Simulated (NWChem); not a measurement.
System: CHBrF$_{2}$; SMILES FC(F)Br

NWChem input:

```
start job
memory heap 200 mb stack 900 mb global 1100 mb
geometry units angstroms noautoz
  F     -0.146487     1.509083     1.079602
  C      0.377340     0.943523     0.000000
  F     -0.146487     1.509083    -1.079602
  Br    -0.019731    -0.956851     0.000000
  H      1.471976     1.055418     0.000000
end
basis spherical
  * library sto-3g
end
dft
  xc b3lyp
  iterations 150
  mulliken
end
task dft energy
```

Coordinates come from a PBE0/def2-SVP optimisation.

Question: What results follow from this input? (B3LYP/STO-3G.) Quantities: basis functions; energy (Ha); highest occupied level (eV); orbital gap (eV); dipole (D).

Answer: 
- number of basis functions = 34
- energy (Ha) = -2780.98
- highest occupied level (eV) = -5.03
- orbital gap (eV) = 8.96
- dipole (D) = 1.38
